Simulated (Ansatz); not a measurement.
def2 core potentials replace the inner electrons of Sb.

Z-matrix (Å, degrees):
```
C
C 1 1.3363
H 2 1.0969 1 122.10
H 2 1.0974 3 115.59 1 -179.87
H 1 1.0982 2 121.14 3 1.06
Sb 1 2.1555 5 115.63 2 -179.22
O 6 2.0019 1 97.43 5 -81.03
H 7 0.9697 6 110.92 1 33.58
O 6 2.0083 7 98.43 8 -55.65
H 9 0.9679 6 110.76 7 -87.01
```
Charge 0, spin multiplicity 1.

Question: What is the computed dipole moment, HOMO–LUMO gap, HOMO, LUMO and total energy (CAM-B3LYP-D3(BJ)/def2-TZVP // B3LYP-D3(BJ)/def2-SVP run with Ansatz, a first-principles code)?

Answer: 
```
Quantity             Result
-------------  ------------
dipole moment     0.298 e·Å
HOMO–LUMO gap       8.66 eV
HOMO               -8.76 eV
LUMO               -0.09 eV
total energy   -469.9272 Ha
```
